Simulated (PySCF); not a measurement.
C₄H₁₀OSSi₃.
Bonds: Si1–O2, O2–Si3, Si3–Si4, Si4–C5, C5–C6 (aromatic), C6–C7 (aromatic), C7–C8 (aromatic), C8–S9 (aromatic), C5–S9 (aromatic). Hydrogens: H10, H11, H12 on Si1; H13, H14 on Si3; H15, H16 on Si4; H17 on C6; H18 on C7; H19 on C8.

NICS = −σ at a ghost point: NICS(0) at the centroid of the ring atoms, NICS(1) 1 Å to either side along the normal of their mean plane, zz for the tensor component along that normal. Level: GIAO PBE0/pcSseg-1 (PySCF, non-relativistic, gas phase) on the GFN2-xTB geometry, one conformer.

Ring bond lengths (Å), with Mayer bond orders in brackets: C5–C6 1.365 (1.58), C6–C7 1.411 (1.28), C7–C8 1.357 (1.57), C8–S9 1.718 (1.19), S9–C5 1.736 (1.15).

Q: Give the NICS values of each ring in ppm.

A: 
| ring | type | NICS(0) | NICS(1), two faces | NICS(1)zz, two faces | rms pucker (Å) | centre to ring atoms, mean (Å) |
| --- | --- | --- | --- | --- | --- | --- |
| C5–C6–C7–C8–S9 | 5-membered ring with S; formal bonds all aromatic | -12.1 | -11.3 / -11.3 | -29.1 / -28.4 | 0.00 | 1.29 |

Q: What can be read from them?

A: 
- C5–C6–C7–C8–S9: mean NICS(1)zz -28.8 ppm, shielded, aromatic by this magnetic criterion (flat ring, no four-coordinate atom).

Q: What does the geometric index give? HOMA takes Krygowski's 1993 parameters.

A: 
- C5–C6–C7–C8–S9: HOMA 0.80; the largest term is that of S9–C5, α(R − Ropt)² = 0.33. The geometric and the magnetic index point the same way.

Q: What is the mean of the two in-plane components of NICS at the second NICS(1) probe listed for ring C5–C6–C7–C8–S9, 1 Å off the ring?

A: The isotropic value is a third of the trace: (3 × -11.3 − (-28.4))/2 = -2.8 ppm.

Q: List the ring angles and the Hirshfeld charges of the ring atoms.

A: 
- C5–C6–C7–C8–S9: C5 110.0° (-0.123 e), C6 114.0° (-0.063 e), C7 112.3° (-0.069 e), C8 111.9° (-0.075 e), S9 91.8° (+0.117 e); sum 540.0° against 540° for a flat convex ring.

Q: How shielded are the nuclei of the rings and their hydrogens (means over atoms taken as equivalent)?

A: 
```
atoms                        environment  σ isotropic (ppm)  principal values of the symmetric part, first atom (ppm)
   C5        substituted aromatic carbon               50.5                                        -29.4, 27.7, 153.3
   C6                 aromatic CH carbon               43.1                                        -47.2, 34.5, 141.9
   C7                 aromatic CH carbon               54.4                                        -27.8, 40.1, 150.8
   C8  aromatic CH next to a ring sulfur               42.6                                        -50.1, 35.4, 142.5
   S9              thiophene-type sulfur              231.4                                        61.5, 252.3, 380.4
  H17                  aromatic hydrogen              24.15                                          21.1, 23.4, 28.0
  H18                  aromatic hydrogen              24.32                                          21.4, 24.6, 27.0
  H19                  aromatic hydrogen              24.01                                          21.4, 23.4, 27.2
```

Shape of the structure used: `[SiH3:1][O:2][SiH2:3][SiH2:4][c:5]1[cH:6][cH:7][cH:8][s:9]1`: Si1–O2–Si3–Si4 -6°, O2–Si3–Si4–C5 22°, Si3–Si4–C5–C6 -99°.
